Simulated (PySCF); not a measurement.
C3H7BO2, SMILES C[C@@H]1COB1O. Geometry optimised at PBE-D3(BJ)/def2-SVP. The structure was generated by enumeration; whether it is a known compound was not checked. One conformer was computed; it need not be the lowest.

Computed equilibrium geometry at PBE-D3(BJ)/def2-SVP (PySCF confirms it by a frequency run) as a Z-matrix (one conformer of several):
```
C
H 1 1.1109
C 1 1.5272 2 110.80
H 3 1.1097 1 111.38 2 -61.11
H 3 1.1101 4 107.09 1 122.16
H 3 1.1108 4 107.03 5 114.88
C 1 1.5505 2 111.49 3 133.16
H 7 1.1108 1 116.12 2 -6.08
H 7 1.1118 8 109.28 1 131.36
O 7 1.4644 8 110.48 9 121.68
B 10 1.3837 7 89.52 8 121.65
O 11 1.3608 10 123.85 7 178.53
H 12 0.9722 11 111.77 10 179.89
```
Charge 0, spin multiplicity 1.
